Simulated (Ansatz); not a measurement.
Two isomers of C4H8BF: A = `BC/C=C(/C)F`, B = `C=CB(F)CC`.

Gas-phase electronic energies from Ansatz, PBE0-D4/def2-TZVP geometries. CBS: MP2 limit from def2 TZ/QZ plus the TZ coupled-cluster correction, frozen cores. Functionals use def2-TZVPP. B3LYP here is the variant with VWN-RPA as its local correlation; programs differ in this. Each species was taken in one conformer, which may not be the lowest.

(1) Which isomer does CCSD(T)/CBS put lower? Give the gap. (An estimate is asked.)

(2) Give E(B) − E(A) in kJ/mol with B2PLYP, PBE-D4, B3LYP-D4, PBE0-D4, ωB97M-V, CCSD(T)/def2-TZVPP, HF/def2-TZVPP. (Estimate.)

Largest T1 diagnostic: 0.012.

Results:

(1) Computed: B, by 247.2 kJ/mol.

(2) The calculation gave: B2PLYP -246.0, PBE-D4 -219.0, B3LYP-D4 -243.0, PBE0-D4 -227.9, ωB97M-V -238.7, CCSD(T)/def2-TZVPP -245.8, HF/def2-TZVPP -273.0. None reverses the order clearly.

From PBE to PBE0 (25 % exact exchange), in def2-TZVPP and without D4, E(B) − E(A) moves by −8.6 kJ/mol. In def2-TZVPP, CCSD(T) changes the Hartree–Fock value by +27.2 kJ/mol (the triples alone add +6.4 kJ/mol) and MP2 by +32.1 kJ/mol.
